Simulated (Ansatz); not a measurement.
Isolated molecules relaxed with PBE0-D4/def2-TZVP in Ansatz; ΔE leaves out vibrations. CCSD(T)/CBS is the MP2 limit (def2-TZVPP, def2-QZVPP) plus CCSD(T) − MP2 in def2-TZVPP, frozen cores. This one scheme is used for every species. DFT in def2-TZVPP. B3LYP here is the variant with VWN-RPA as its local correlation; programs differ in this. One conformer a species, not always the lowest.

Consider the ligand exchange at the Si–C bond: `[SiH3]NC[SiH2]Cl` + `O[SiH](Cl)Cl` → `Cl[SiH2]O[SiH](Cl)Cl` + `CN[SiH3]`.

```json
{"level": "r2SCAN-D4", "ΔE (kcal/mol)": "-28.3"}
{"level": "B3LYP", "ΔE (kcal/mol)": "-28.9"}
```

What does CCSD(T)/CBS give? (An estimate is asked.)

The calculation gave: -29.1 kcal/mol. The listed levels differ from it by 0.8, 0.2 kcal/mol.

Largest T1 diagnostic among the species: 0.010.

In def2-TZVPP, CCSD(T) changes the Hartree–Fock value by +4.9 kcal/mol (the triples alone add +0.7 kcal/mol) and MP2 by +4.6 kcal/mol. From PBE to PBE0 (25 % exact exchange), in def2-TZVPP and without D4, ΔE moves by −1.7 kcal/mol.

CCSD(T)/CBS has its own doubt, a few kJ/mol and more with outer-core shells, so smaller differences from it don't rank the levels.
